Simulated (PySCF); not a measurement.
C₄H₁₂BN.
Atom-mapped SMILES: `[CH2:1]=[C:2]([CH3:3])[B@@H-:4]([CH3:5])[NH3+:6]` (hydrogens: H7, H8 on C1; H9, H10, H11 on C3; H12 on B4; H13, H14, H15 on C5; H16, H17, H18 on N6)

Cartesian coordinates in Å at the PBE0-D3(BJ)/def2-SVP level; atoms count from 1:
```xyz
18
C4H12BN angstrom
C     -1.0228   -0.0162    1.6032
C     -0.7737   -0.0959    0.2849
C     -1.9245   -0.1955   -0.6764
B      0.6868   -0.0913   -0.3863
C      1.0247    1.2278   -1.2601
N      1.7787   -0.1408    0.8265
H     -2.0429   -0.0226    2.0066
H     -0.2353    0.0641    2.3645
H     -2.9035   -0.2102   -0.1720
H     -1.8353   -1.1056   -1.2927
H     -1.9169    0.6505   -1.3837
H      0.8907   -1.1373   -1.0080
H      0.8866    2.1663   -0.6914
H      2.0542    1.2306   -1.6625
H      0.3588    1.2946   -2.1351
H      1.6105   -0.9486    1.4278
H      1.7105    0.6983    1.4063
H      2.7271   -0.1983    0.4574
```

Level of theory: TDDFT wB97X-D/def2-SVPD, vertical, gas phase, core orbitals frozen in the response (PySCF 2.14.0, density-fitted response routines).

Ground-to-excited transition dipoles (e·a0, same axes as the geometry; the sign carries no meaning), for the states with f of 0.002 or more among the lowest 7:

| state | E (hartree) | μx | μy | μz |
| --- | --- | --- | --- | --- |
| S1 | 0.2159 | -0.112 | -0.253 | 0.198 |
| S2 | 0.2495 | -0.291 | 0.331 | 0.955 |
| S3 | 0.2529 | 0.176 | 0.058 | -0.980 |
| S4 | 0.2584 | 0.071 | -0.108 | 0.301 |
| S5 | 0.2648 | -0.117 | 0.252 | -0.230 |
| S6 | 0.2737 | -0.126 | 0.005 | -0.150 |
| S7 | 0.2814 | -0.426 | -0.286 | 0.412 |

(1) Work out the oscillator strengths.

(2) Which bond between heavy atoms lies closest to the direction of the S2 transition dipole?

(3) What angle do the transition dipoles of S2 and S7 make?

(4) How is the summed strength of these states shared among x, y and z?

(5) What peak molar absorption coefficient would the strongest computed level give as a lone Gaussian band 0.4 eV wide at half height?

Results:

(1) f = (2/3) ΔE |μ|² with ΔE in hartree (27.2114 eV).

```
state  |μ|² (au)  |μ| (D)      f
   S1      0.116     0.86  0.017
   S2      1.107     2.67  0.184
   S3      0.995     2.53  0.168
   S4      0.107     0.83  0.019
   S5      0.130     0.92  0.023
   S6      0.038     0.50  0.007
   S7      0.432     1.67  0.081
```

(2) C1–C2, at 16° from it; next C2–B4 at 51°.

(3) |cos θ| = |μa·μb| / (|μa| |μb|) = 0.61, so θ ≈ 52° (taken between 0 and 90°, since the signs are arbitrary).

(4) (2/3) Σ ΔE μα² gives 0.061 for x, 0.057 for y and 0.380 for z, 0.498 in all.

(5) ε(max) = 2.175×10⁸ f / FWHM, with the width in cm⁻¹. S2: 2.175×10⁸ × 0.1841 / 3226 ≈ 12000 L mol⁻¹ cm⁻¹.

The vertical ionisation energy (ΔSCF) is 8.42 eV, 0.77 eV above S7.

One conformer stands for the species.
